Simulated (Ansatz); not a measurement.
Two structures of BHCl₃F, singlet, reached by relaxing down either side of one saddle point (PBE0-D4/def2-TZVP). Energies are electronic, without zero-point energy. Computed with Ansatz 0.2.0 (basis: def2-TZVPP and def2-QZVPP); correlated methods freeze the cores. Extrapolation: Hartree–Fock as exp(−7.88 √X), correlation as X^−2.97. First:

B1  (0.025, 0.731, -0.643)
Cl2  (1.640, 0.070, -0.461)
Cl3  (-1.023, 0.095, -1.865)
Cl4  (-0.477, 2.042, 0.369)
H5  (0.369, -1.490, 1.208)
F6  (-0.534, -1.448, 1.392)
(Å)

Second:

```
atom    x (Å)    y (Å)    z (Å)
  B1  -0.9769   0.4160  -0.1241
 Cl2   2.2303  -0.5686  -0.0488
 Cl3  -1.2438   0.0728  -1.8066
 Cl4  -0.6946   2.0340   0.4437
  H5   1.7145  -1.3865   0.7899
  F6  -1.0293  -0.5677   0.7460
```

Question: Which bonds change from the first to the second?

Answer: BCl₃ ([Cl][B]([Cl])[Cl]) + HF → BCl₂F ([F][B]([Cl])[Cl]) + HCl; bonds formed: B1–F6, Cl2–H5; bonds broken: B1–Cl2, H5–F6.

Question: Give the saddle point's structure and its height above each. (An estimate is asked for; the value comes from the calculation.)

Answer: Computed: 85.0 kJ/mol above the first and 139.6 kJ/mol above the second (CCSD(T) at an estimated basis limit (MP2 extrapolated from triple and quadruple zeta, plus CCSD(T) − MP2 in triple zeta)).
B1  (-0.259, 0.293, -0.192)
Cl2  (1.678, -0.269, -0.175)
Cl3  (-1.037, -0.089, -1.723)
Cl4  (-0.486, 1.878, 0.535)
H5  (0.618, -0.994, 0.715)
F6  (-0.513, -0.821, 0.840)
(Å)

T1 diagnostic: at most 0.011.

Labels in which every atom is bracketed show which atoms are joined, not bond orders.

For scale, one of the runs: CCSD(T)/def2-TZVPP, 202 basis functions (an equivalent command: `ansatz run in.yaml --threads 4`). Time: 44 s of wall clock on 4 CPU threads; the host was shared. Peak host memory: 2.4 GiB.
